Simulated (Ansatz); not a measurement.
Ansatz (an electronic-structure program) input (PBE0/6-311+G**): The .json file is the Basis Set Exchange's 6-311+G**.

Ansatz 0.2 input:
```yaml
crystal:
  periodic: [false, false, false]
  atoms:
    - {symbol: S, position_ang: [-0.05714100, -0.00577200, -0.46752000]}
    - {symbol: O, position_ang: [-0.03762100, -0.03658900, 1.03750800]}
    - {symbol: H, position_ang: [1.21521700, 0.38506800, -0.81973700]}
basis:
  gaussian:
    orbitals: 6-311+G__.json
hamiltonian:
  xc: {name: PBE0}
magnetization: {spin_polarized: true, initial_magnetization: 1}
output: {forces: true}
```

Output:

```
Functional definition: PBE0
integrals: 0.01 GiB planned
509 factors; their error is unknown
mean field: 0.16 GiB planned
mean field evaluation 1: about -12886.9147 eV, gradient 3.7e1 eV
mean field evaluation 2: about -12856.5087 eV, gradient 9.1e1 eV
mean field evaluation 4: about -12891.7232 eV, gradient 2.6e0 eV
mean field evaluation 8: about -12891.7493 eV, gradient 1.0e-1 eV
mean field evaluation 16: about -12891.7493 eV, gradient 2.5e-5 eV
mean field -12891.74934292 eV, -473.7630500107 hartree, gradient 2.5e-5 eV, S^2 0.754811; 0 other end points of the search recorded, 0 dependent functions left out
the calculation of the forces begins
reference -12891.74937324 eV, -473.7630511250 hartree; 13, 12 occupied and 46, 47 virtual orbitals, 509 factors
Total energy: -12891.74937324 eV, -473.7630511250 hartree
Atom 0 at    -0.057141    -0.005772    -0.467520 Å, force    -0.061043    -0.000806    -0.719400 eV/Å
Atom 1 at    -0.037621    -0.036589     1.037508 Å, force     0.019024    -0.011822     0.719568 eV/Å
Atom 2 at     1.215217     0.385068    -0.819737 Å, force     0.042019     0.012628    -0.000168 eV/Å
Dipole moment:     0.178099     0.066025    -0.513625 e Å
```

The geometry given is a B3LYP-D3(BJ)/def2-TZVP minimum.
